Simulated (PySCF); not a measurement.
[TiBr4]2-: bond length scan

[TiBr4]2- holds Ti(II), d2, at total charge -2. The structure is a model geometry with rigid ligands and bond lengths from ionic radii, not a minimum; coordination tetrahedral, point group Td, metal–donor distances 2.60 Å.

```
5

Ti    0.0000    0.0000    0.0000
Br    1.5011    1.5011    1.5011
Br   -1.5011   -1.5011    1.5011
Br   -1.5011    1.5011   -1.5011
Br    1.5011   -1.5011   -1.5011
```

Method (PySCF 2.14, density fitting): CASSCF(2,5) with orbitals averaged over all microstates of the shell, strongly contracted NEVPT2 on the averaged canonical orbitals; basis x2c-TZVPall on the metal, x2c-SVPall elsewhere; spin-free X2C; IEF-PCM water; spin-orbit coupling by state interaction with the mean-field operator over all roots.

All metal–ligand distances are scaled together.

| bond length | group | ground | next state (NEVPT2) / cm⁻¹ | orbital energies above the lowest (CASSCF fit) / cm⁻¹ | D / cm⁻¹ | μeff(300 K) / μB |
| --- | --- | --- | --- | --- | --- | --- |
| 2.392 Å | Td | 3A2 | 3T2 4187 | 0 0 3909 3909 3909 | 0.00 | 2.88 |
| 2.496 Å | Td | 3A2 | 3T2 3608 | 0 0 3315 3316 3316 | 0.00 | 2.89 |
| 2.600 Å | Td | 3A2 | 3T2 3108 | 0 0 2812 2812 2812 | 0.00 | 2.90 |
| 2.704 Å | Td | ? | ? | ? | ? | ? |
| 2.808 Å | Td | 3A2 | 3T2 2282 | 0 0 2017 2017 2017 | 0.00 | 2.93 |

**Question.** Fill in the row at 2.704 Å.

**Answer.** ground: 3A2; next state (NEVPT2) / cm⁻¹: 3T2 2668; orbital energies above the lowest (CASSCF fit) / cm⁻¹: 0 0 2383 2383 2383; D / cm⁻¹: 0.00; μeff(300 K) / μB: 2.91.

**Question.** With what power of the bond length does 10Dq, as fitted to the states, fall?

**Answer.** A log–log fit of these points gives 10Dq ∝ R^−3.8; a point-charge model has R^−5 (correlation -1.000).

The geometry is a model, and the complex may not exist in this form.
